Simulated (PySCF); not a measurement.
## From a computed spectrum to the compound

A species of 5 atoms with charge -1 has these harmonic modes (PBE0, small Gaussian bases with core potentials, PySCF 2.14.0):

```csv
cm⁻¹,km/mol,symmetry
112,0.0,e
112,0.0,e
120,38.1,t2
120,38.1,t2
120,38.1,t2
512,143.0,t2
512,143.0,t2
512,143.0,t2
532,0.0,a1
```

(1) Which species is it, and in which structure?

## Answers

(1) [GdF4]− (singlet in the valence; each metal's 4f electrons, 7 of them, lie in its core potential, out of spins and levels):
```xyz
5

Gd    0.0000    0.0000    0.0000
F     1.2092    1.2092    1.2092
F    -1.2092   -1.2092    1.2092
F     1.2092   -1.2092   -1.2092
F    -1.2092    1.2092   -1.2092
```
Ideal gas at 298.15 K and 1 bar: S = 365.6 J/(mol K), Cp = 94.0 J/(mol K), H − H(0 K) = 21.4 kJ/mol (rigid rotor, harmonic modes, spin degeneracy alone, that of the 4f electrons in the core included). An lcecp potential fixes the number of 4f electrons, so in runs with it no electron can move into or out of that shell.
 The answer isn't unique; the calculation gave this one.
